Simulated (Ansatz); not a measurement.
Program: Ansatz. Geometries: PBE0-D4/def2-TZVP. ΔE: electronic, gas phase. CCSD(T)/CBS is the MP2 limit (def2-TZVPP, def2-QZVPP) plus CCSD(T) − MP2 in def2-TZVPP, frozen cores. This one scheme is used for every species. Functionals use def2-TZVPP. One conformer a species, not always the lowest.

Reaction (formal exchange of groups at the Si–Cl bond): `C[Si](F)(S)Cl` + CH₄ → `C[Si](C)(F)S` + HCl

```csv
level,ΔE (kcal/mol)
B97M-V,27.2
r2SCAN0-D4,26.4
BHLYP,26.4
HF/def2-TZVPP,26.9
```

(1) What does CCSD(T)/CBS give? (Estimate.)

(2) What do rigid-rotor, harmonic-oscillator terms from PBE0-D4/def2-TZVP frequencies (298.15 K, 1 bar) make of the CCSD(T)/CBS value? (Estimate.)

Largest T1 diagnostic among the species: 0.011.

## Answers

(1) The calculation gave: +25.4 kcal/mol. The listed levels differ from it by 1.8, 1.0, 1.0, 1.5 kcal/mol.

(2) Computed: ΔZPE = -2.1 kcal/mol, ΔH = +23.6 kcal/mol, ΔS = 14 J/(mol·K), ΔG = +22.6 kcal/mol.

Leaving LDA and LC-ωPBE aside and taking each functional with its dispersion term where it has one, the values, not all of them listed here, spread over 1.7 kcal/mol, from PBE-D4 to B97M-V. LDA lies −1.0 kcal/mol from PBE without D4. In def2-TZVPP, CCSD(T) changes the Hartree–Fock value by −2.2 kcal/mol (the triples alone add +0.1 kcal/mol) and MP2 by −0.8 kcal/mol.
